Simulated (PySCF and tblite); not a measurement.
The numbers below are computed, except where a source is named.
# Barrier and rate of a pyramidal inversion

System: C2H8OSSi, numbered as in [CH3:1][CH2:2][S@@:3](=[O:4])[SiH3:5].

Motion: pyramidal inversion at S3. The path came from a restrained scan, a climbing-image band and a saddle search at GFN2-xTB; energies are PBE0/pcSseg-1 + D3(BJ)//PBE0-D3(BJ)/def2-SVP, thermal terms GFN2-xTB. Rates follow Eyring's equation with the number of equivalent paths and no tunnelling. Programs: tblite and PySCF.

```csv
point,symmetry,E(GFN2) kcal/mol,E(DFT) kcal/mol,ZPE change kcal/mol,lowest mode cm⁻¹,dipole D
start,C1,0.0,0.0,0.00,93,3.92
saddle,C1,31.6,26.5,-1.01,493i,4.51
end,C1,1.0,0.2,-0.25,48,3.94
```

- Electronic barrier: 26.5 kcal/mol
- Barrier with zero-point energy: 25.4 kcal/mol
- ΔH‡ (298 K): 25.4 kcal/mol
- ΔS‡ (298 K, symmetry apart): 0.5 cal/(mol K)
- Paths: 1 equivalent path
- End point: a different minimum
- Mean lifetime of the start against this motion at 298 K: 6.1 days
- Cost: 3.7 min on 1 thread of Intel Xeon 6975P-C, shared host (rough), peak memory 0.72 GiB, launched as `OMP_NUM_THREADS=1 python ens_run.py task.json out`

```json
{"T/K": "150", "ΔG‡ kcal/mol": "25.3", "k s⁻¹": "4.3×10⁻²⁵", "ΔG kcal/mol": "-0.2", "k back s⁻¹": "2×10⁻²⁵"}
{"T/K": "200", "ΔG‡ kcal/mol": "25.3", "k s⁻¹": "1×10⁻¹⁵", "ΔG kcal/mol": "-0.3", "k back s⁻¹": "4.9×10⁻¹⁶"}
{"T/K": "250", "ΔG‡ kcal/mol": "25.3", "k s⁻¹": "4.3×10⁻¹⁰", "ΔG kcal/mol": "-0.3", "k back s⁻¹": "2.2×10⁻¹⁰"}
{"T/K": "298", "ΔG‡ kcal/mol": "25.3", "k s⁻¹": "1.9×10⁻⁶", "ΔG kcal/mol": "-0.4", "k back s⁻¹": "9.9×10⁻⁷"}
{"T/K": "350", "ΔG‡ kcal/mol": "25.3", "k s⁻¹": "0.0012", "ΔG kcal/mol": "-0.4", "k back s⁻¹": "0.00064"}
{"T/K": "400", "ΔG‡ kcal/mol": "25.3", "k s⁻¹": "0.12", "ΔG kcal/mol": "-0.5", "k back s⁻¹": "0.068"}
{"T/K": "500", "ΔG‡ kcal/mol": "25.4", "k s⁻¹": "80", "ΔG kcal/mol": "-0.5", "k back s⁻¹": "47"}
```

ΔG and ΔG‡ leave out symmetry numbers and mirror images; rates count paths: 1 out, 1 back.
